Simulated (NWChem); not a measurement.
CH3Mg cation; SMILES [CH3][Mg+]

```xyz
5

Mg     0.0000     0.0000    -0.9494
C      0.0000     0.0000     1.1488
H      0.7405     0.7405     1.4581
H      0.2710    -1.0115     1.4581
H     -1.0115     0.2710     1.4581
```
Atoms are numbered in this order, from 1.

Structure relaxed at the B3LYP/6-31G* (spherical d) level.

Q: Give the principal values of the shielding tensors (ppm) of Mg1, C2 from BHandHLYP/pcSseg-1, GIAO (NWChem), with their diamagnetic and paramagnetic parts as GIAO splits them.

A: 
| atom | σ11 | σ22 | σ33 | isotropic | diamagnetic | paramagnetic |
|---|---|---|---|---|---|---|
| Mg1 | 610.8 | 610.8 | 704.1 | 641.9 | 705.9 | -64.0 |
| C2 | 161.0 | 161.0 | 194.1 | 172.0 | 251.8 | -79.7 |
